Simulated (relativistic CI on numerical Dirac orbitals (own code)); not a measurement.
# Zr2+: resonant inelastic scattering at the M2,3 edge

Computed with this model: Dirac-Coulomb-Breit CI, orbitals from a KLI potential per configuration, model QED (radiative potential, 1s self-energy scaled to tabulated hydrogen-like ionisation energies), valence Slater integrals scaled by 0.8, Kramers-Heisenberg scattering through one core-hole configuration in a parametric crystal field; configurations [Kr] 4d2 → [Ne] 3s2 3p5 3d10 4s2 4p6 4d3; 80 K; core-hole width 1.2 eV; summed over polarisations. Incident energies are the highest absorption maxima for each field (at most a few, so the weaker spin-orbit partner edge can be absent), on the computed scale of the free ion. Intensities are in per cent of the strongest line above 0.02 eV; levels within 1 cm⁻¹ are merged; final levels count from the ground level, the first row holds all elastic scattering, lines under 0.4 are left out and each table stops after 24 rows. The scale of the Slater integrals is a model choice and moves the terms in proportion.

Field parameters in Wybourne normalisation: D3d B²₀ = −7Dσ, B⁴₀ = −14Dq − 21Dτ, B⁴₃ = −14√(10/7) Dq; D4h B²₀ = −7Ds, B⁴₀ = 21(Dq − Dt), B⁴₄ = 21√(5/14) Dq; Td as Oh with Dq negative (B⁴₀ = 21Dq, B⁴₄ = √(5/14) B⁴₀). The field is a parameter set, without covalency.

S is read from ⟨S²⟩ = S(S + 1).

Td, 10Dq = -12550 cm⁻¹:

```tsv
Final level (eV)	Degeneracy	Irrep	S	335.2 eV	348.9 eV
0.000	3	T2	1.00	1848.2	328.3
1.003	2	E	0.02	26.7	27.0
1.537	1	A2	1.00	24.9	4.2
1.547	3	T2	1.00	98.1	32.4
1.568	3	T1	1.00	74.4	24.7
1.570	2	E	0.99	44.9	10.7
1.805	1	A1	0.04	20.1	21.5
2.191	3	T2	1.00	100.0	12.0
2.195	2	E	1.00	70.0	8.0
2.204	3	T1	1.00	54.6	32.0
2.216	1	A1	0.99	14.5	13.0
2.549	3	T2	0.01	6.6	2.8
2.840	3	T1	0.01	8.7	6.8
3.439	2	E	1.00	2.5	0.3
3.442	3	T2	1.00	3.7	0.5
3.450	3	T1	1.00	2.5	1.1
3.453	1	A1	1.00	0.7	0.7
```

D3d, 10Dq = 34700, Dσ = 980, Dτ = 500 cm⁻¹:

| Final level (eV) | Degeneracy | Irrep | S | 333.6 eV | 337.2 eV | 337.8 eV |
| --- | --- | --- | --- | --- | --- | --- |
| 0.000 | 2 | E | 1.00 | 1298.4 | 1107.6 | 1075.5 |
| 0.024 | 2 | E | 1.00 | 70.5 | 6.5 | 10.6 |
| 0.046 | 1 | A1 | 0.99 | 44.4 | 23.7 | 19.3 |
| 0.051 | 1 | A2 | 1.00 | 39.5 | 22.0 | 15.3 |
| 0.418 | 1 | A1 | 0.02 | 94.2 | 5.7 | 13.9 |
| 0.790 | 2 | E | 0.98 | 79.6 | 30.7 | 41.2 |
| 0.794 | 1 | A1 | 1.00 | 31.0 | 2.8 | 6.1 |
| 0.944 | 2 | E | 0.05 | 52.4 | 6.4 | 8.9 |
| 1.711 | 2 | E | 0.00 | 28.6 | 1.3 | 1.9 |
| 2.710 | 1 | A1 | 0.00 | 9.7 | 5.5 | 4.5 |
| 4.368 | 1 | A2 | 1.00 | 3.1 | 73.8 | 47.7 |
| 4.369 | 1 | A1 | 1.00 | 3.2 | 69.8 | 46.1 |
| 4.373 | 2 | E | 1.00 | 1.7 | 51.9 | 41.4 |
| 4.378 | 2 | E | 1.00 | 3.2 | 100.0 | 83.8 |
| 4.921 | 2 | E | 1.00 | 3.2 | 87.9 | 33.2 |
| 4.921 | 1 | A2 | 1.00 | 0.2 | 13.4 | 9.8 |
| 5.280 | 2 | E | 0.02 | 1.3 | 14.9 | 36.5 |
| 5.469 | 1 | A1 | 1.00 | 1.2 | 56.6 | 36.9 |
| 5.469 | 1 | A2 | 1.00 | 1.2 | 57.8 | 35.9 |
| 5.489 | 2 | E | 1.00 | 0.7 | 15.8 | 12.9 |
| 5.511 | 2 | E | 0.99 | 1.0 | 10.8 | 19.9 |
| 5.728 | 1 | A1 | 0.99 | 0.3 | 8.9 | 19.9 |
| 5.731 | 2 | E | 1.00 | 2.4 | 54.7 | 92.7 |
| 5.954 | 1 | A1 | 0.02 | 0.2 | 2.0 | 6.8 |

D4h, 10Dq = 13050, Ds = 1680, Dt = -470 cm⁻¹:

| Final level (eV) | Degeneracy | Irrep | S | 335.7 eV | 349.4 eV |
| --- | --- | --- | --- | --- | --- |
| 0.000 | 1 | A1 | 1.00 | 1377.0 | 227.1 |
| 0.002 | 2 | E | 1.00 | 0.1 | 3.5 |
| 0.827 | 1 | B1 | 0.88 | 8.4 | 2.0 |
| 0.839 | 1 | B2 | 0.93 | 8.5 | 2.5 |
| 0.875 | 2 | E | 1.00 | 16.3 | 5.8 |
| 0.901 | 1 | A2 | 1.00 | 2.2 | 2.6 |
| 0.902 | 1 | A1 | 1.00 | 6.4 | 4.4 |
| 0.924 | 1 | B2 | 0.19 | 2.2 | 3.0 |
| 0.943 | 1 | B1 | 0.27 | 10.5 | 5.3 |
| 1.521 | 1 | A1 | 0.01 | 24.3 | 10.5 |
| 1.812 | 2 | E | 0.02 | 31.1 | 21.2 |
| 2.165 | 1 | B1 | 1.00 | 40.1 | 7.5 |
| 2.167 | 1 | B2 | 1.00 | 36.4 | 5.2 |
| 2.170 | 2 | E | 1.00 | 100.0 | 21.7 |
| 2.173 | 1 | A2 | 1.00 | 31.2 | 7.4 |
| 2.174 | 1 | A1 | 1.00 | 41.4 | 13.0 |
| 2.757 | 2 | E | 1.00 | 1.0 | 0.5 |
| 2.758 | 1 | B1 | 1.00 | 0.5 | 0.2 |
| 2.902 | 1 | A1 | 1.00 | 23.9 | 10.3 |
| 2.902 | 1 | A2 | 1.00 | 21.7 | 8.8 |
| 2.908 | 2 | E | 0.99 | 67.3 | 12.1 |
| 2.915 | 1 | B2 | 1.00 | 33.9 | 5.5 |
| 2.917 | 1 | B1 | 1.00 | 31.2 | 2.9 |
| 3.050 | 2 | E | 0.03 | 5.8 | 3.8 |

For the first field the strongest loss at the lowest incident energy is the level at 2.19 eV (S = 1.00, against 1.00 in the thermal ground state). Levels of other spin, the first over 8 % at 1.00 eV, appear because spin-orbit coupling of the core hole, and in heavier ions of the valence shell too, mixes spins.
